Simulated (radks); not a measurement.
Results of a calculation; reference values are marked as such.
Problem. The mean radii <r> (bohr) of the occupied orbitals of an atom or ion are listed with their occupations. Code: a radial shooting solver on a logarithmic mesh with Libxc functionals. Model: non-relativistic Kohn-Sham, PBEsol, spin-unpolarised, spherical densities, point nucleus.

orbital  occ.     <r>
1s          2  0.1311
2s          2  0.7001
2p          6  0.6901
3s          2   3.158

Name the element and its charge.

Solution. Z = 12, magnesium, charge 0: Mg in [Ne] 3s2. The 1s radius gives Z: for a bare nucleus <r> = 1.5/Z, 0.125 bohr for Z = 12, and screening makes it slightly larger (0.1311 here). The occupations add up to 12, and the charge is Z minus that.
